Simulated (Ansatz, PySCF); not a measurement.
CH5ClO2Si. Atoms are numbered in the order given.

```xyz
10

C      1.9592    -0.2778     0.1140
Si     0.1923     0.0808    -0.2996
O     -0.4128    -0.8459    -1.5358
O      0.0931     1.6748    -0.7155
Cl    -1.0060    -0.3221     1.3709
H      2.5924    -0.1369    -0.7762
H      2.3138     0.4010     0.9046
H      2.0751    -1.3138     0.4665
H     -1.0239    -1.5513    -1.2949
H     -0.7452     1.9791    -1.0838
```
Charge 0, spin multiplicity 1.

Geometry optimised at B3LYP-D3(BJ)/def2-SVP. The values are those of a single conformer.

Vertical ionisation energy (IE) and electron affinity (EA) in eV. Rows of orbital energies are one-electron estimates. Where ΔSCF, EOM or ADC give a negative EA the extra electron is unbound and the value depends on the basis.

```tsv
level	IE	EA
−ε(HOMO), −ε(LUMO), CAM-B3LYP/def2-TZVP (PySCF)	10.38	-1.37
−ε(HOMO), −ε(LUMO), PBE/def2-TZVP (PySCF)	7.42	0.30
ΔSCF, CAM-B3LYP/def2-SVPD (Ansatz), final states of multiplicity 2 and 2	11.44	-1.07
ΔSCF, PBE/def2-SVPD (Ansatz), final states of multiplicity 2 and 2	10.52	-0.81
```

Problem. What vertical singlet–triplet gap does ΔSCF give with CAM-B3LYP/def2-SVPD (Ansatz, an electronic-structure program) and with PBE/def2-SVPD (Ansatz)? (The exact figures need the calculation; the answer reports its results.)

Solution. 7.99 and 6.86 eV (triplet above singlet where positive).
